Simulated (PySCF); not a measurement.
A GIAO shielding run with PySCF (density fitting, non-relativistic, gas phase) on SMILES OC(/C=C/[SiH2]CCC#C)=O, C7H10O2Si:

```
$ OMP_NUM_THREADS=1 python probes_run.py task.json out

{"job": {"kind": "nmr", "xc": "PBE0", "basis": "pcSseg-1"}, "charge": 0, "multiplicity": 1}
C      4.707476    -0.866111    -0.904854
C      3.763861    -0.829494    -0.169845
C      2.597917    -0.767049     0.687369
C      1.413652    -0.109260    -0.029819
Si    -0.137469    -0.024207     1.073372
C     -1.514840     0.812659     0.100955
C     -2.598541     0.200814    -0.372164
C     -3.637864     0.936595    -1.111089
O     -3.625763     2.116485    -1.361352
O     -4.647663     0.134346    -1.490409
H      5.544463    -0.905644    -1.535558
H      2.850930    -0.199526     1.587106
H      2.331869    -1.782329     0.994366
H      1.708556     0.892836    -0.348782
H      1.199965    -0.669587    -0.943005
H      0.137679     0.777213     2.273390
H     -0.552128    -1.377240     1.463442
H     -1.445031     1.876715    -0.095337
H     -2.784070    -0.854243    -0.240389
H     -5.318145     0.647705    -1.967093
```

Hardware: 1 thread of an Arm Neoverse N1, shared host. The job also computes population analyses, field gradients.

**Question.** How large is the calculation?

**Answer.** 82 electrons, 227 basis functions and 1196 auxiliary functions.

**Question.** How long does it take, and how much memory does it need?

**Answer.** 87 s of wall time, with 14 SCF cycles and 5 response iterations; peak memory 1 GiB. Times on a shared host scatter by some tens of per cent.
